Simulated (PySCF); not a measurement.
A ladder of Hamiltonians for Tb⁵³⁺ (terbium, charge +53)

Occupied: 1s1/2, 2s1/2, 2p1/2, 2p3/2, 3s1/2. Hartree-Fock calculated with PySCF 2.14 in an uncontracted even-tempered set (20 s from 6.5 bohr⁻², ratio 2.3; 16 p from 7.8 bohr⁻², ratio 2.3), Gaussian nucleus throughout. NR is non-relativistic, sf-X2C the spin-free one-electron X2C Hamiltonian, X2C adds the bare one-electron spin-orbit term, X2C-SNSO screens it by Boettger's factors, DC is four-component Dirac-Coulomb, and the Gaunt and Breit terms are added at first order (total energies over the DC spinors, levels after relaxing the spinors in that mean field). QED terms are absent. Levels marked empty are virtual spinors of this ion; the basis has s and p functions only, so 3d, which can lie below the n = 4 levels, is absent.

```json
{"Hamiltonian": "NR", "E (hartree)": "-8253.6621"}
{"Hamiltonian": "sf-X2C", "E (hartree)": "-8692.8918"}
{"Hamiltonian": "X2C", "E (hartree)": "-8699.8349"}
{"Hamiltonian": "X2C-SNSO", "E (hartree)": "-8699.3904"}
{"Hamiltonian": "DC", "E (hartree)": "-8702.8483"}
{"Hamiltonian": "DC+Gaunt", "E (hartree)": "-8693.2324"}
{"Hamiltonian": "DC+Breit", "E (hartree)": "-8694.0820"}
```

| level (eV) | NR | sf-X2C | X2C | X2C-SNSO | DC | DC+Gaunt | DC+Breit |
| --- | --- | --- | --- | --- | --- | --- | --- |
| 1s1/2 | -53058.4 | -56299.3 | -56291.2 | -56291.7 | -56349.9 | -56193.8 | -56204.2 |
| 2s1/2 | -11674.1 | -12585.0 | -12583.0 | -12583.2 | -12590.9 | -12574.3 | -12575.5 |
| 2p1/2 | -11326.7 | -11629.6 | -12194.3 | -12174.6 | -12179.1 | -12150.2 | -12153.2 |
| 2p3/2 | -11326.7 | -11629.6 | -11392.1 | -11399.1 | -11404.7 | -11384.9 | -11387.8 |
| 3s1/2 | -4824.0 | -5108.2 | -5107.8 | -5107.9 | -5109.7 | -5105.3 | -5105.8 |
| 3p1/2 (empty) | -4622.5 | -4741.6 | -4887.1 | -4882.0 | -4883.2 | -4875.9 | -4876.9 |
| 3p3/2 (empty) | -4622.5 | -4741.6 | -4679.8 | -4681.6 | -4682.8 | -4677.8 | -4678.8 |
| 4s1/2 (empty) | -2578.8 | -2697.0 | -2696.9 | -2696.9 | -2697.6 | -2695.9 | -2696.2 |

Task: How large are the two-electron picture-change error of X2C and the Breit correction in the total energy?

Result: X2C-1e lies 3.0134 hartree above Dirac-Coulomb; Gaunt adds 9.6158 and the full Breit term 8.7662 hartree.

```tsv
interval (eV)	X2C	X2C-SNSO	DC	DC+Gaunt	DC+Breit
2p3/2 − 2p1/2	802.2	775.5	774.4	765.4	765.4
3p3/2 − 3p1/2	207.3	200.4	200.4	198.0	198.0
```

Weight of the small component: 1s1/2 0.0588, 2s1/2 0.0135, 2p1/2 0.0134, 2p3/2 0.0125, 3s1/2 0.00522, 3p1/2 0.00512, 3p3/2 0.00489, 4s1/2 0.00267.

Koopmans' value for the highest occupied level at DC+Breit: 5105.8 eV, against an ionisation energy of 5103 ± 5 eV (theoretical estimate listed by NIST; NIST Atomic Spectra Database, ionization energies); the former lacks relaxation, correlation, QED and recoil.

The whole ladder took 130 s of wall time on 1 thread of Neoverse-V2 (shared host), launched as `OMP_NUM_THREADS=1 python relrun2.py TASK.json OUT` (a driver that calls PySCF for each Hamiltonian).
